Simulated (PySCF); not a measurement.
# Electron correlation in Sn²⁺ (tin, charge +2)

[Kr] 4d10 5s2, closed-shell 1S. Calculation: PySCF 2.14, in aug-cc-pwCVDZ-PP with ECP28MDF (6s5p4d1f, 48 functions); scalar relativity through the core potential. Frozen: 4s2 4p6 4d10; 2 electrons correlated.

With two correlated electrons CCSD is exact within the correlated space (frozen core and kept virtual orbitals).

| level | correlation energy (mhartree) |
| --- | --- |
| CCSD | -33.89 |

Diagnostics: T1 = 0.0040, D1 = 0.0056, largest double amplitude 0.101.

Cost of the coupled-cluster step: about 0.18 core-seconds, for 2 correlated electrons.

Iterations:

```
CC2 = 0
CCSD nocc = 1, nmo = 39
frozen orbitals [0, 1, 2, 3, 4, 5, 6, 7, 8]
max_cycle = 100
direct = 0
conv_tol = 1e-08
conv_tol_normt = 1e-06
diis_space = 8
diis_start_cycle = 0
Init t2, MP2 energy = -212.603001768358  E_corr(MP2) -0.0237317191882178
Init E_corr(CCSD) = -0.0237317191883365
cycle = 1  E_corr(CCSD) = -0.0301633847083693  dE = -0.00643166552  norm(t1,t2) = 0.0415729
cycle = 2  E_corr(CCSD) = -0.0324079745265193  dE = -0.00224458982  norm(t1,t2) = 0.0166217
cycle = 3  E_corr(CCSD) = -0.0339006134284223  dE = -0.0014926389  norm(t1,t2) = 0.0069822
cycle = 4  E_corr(CCSD) = -0.0338902492956897  dE = 1.03641327e-05  norm(t1,t2) = 0.000232841
cycle = 5  E_corr(CCSD) = -0.0338912189818599  dE = -9.6968617e-07  norm(t1,t2) = 1.90195e-05
cycle = 6  E_corr(CCSD) = -0.0338901626488705  dE = 1.05633299e-06  norm(t1,t2) = 3.86481e-06
cycle = 7  E_corr(CCSD) = -0.0338903913923192  dE = -2.28743449e-07  norm(t1,t2) = 9.08346e-07
cycle = 8  E_corr(CCSD) = -0.0338903768064793  dE = 1.45858399e-08  norm(t1,t2) = 1.30996e-07
cycle = 9  E_corr(CCSD) = -0.0338903718128006  dE = 4.99367862e-09  norm(t1,t2) = 6.65816e-08
CCSD converged
E(CCSD) = -212.6131604209828  E_corr = -0.03389037181280063
```
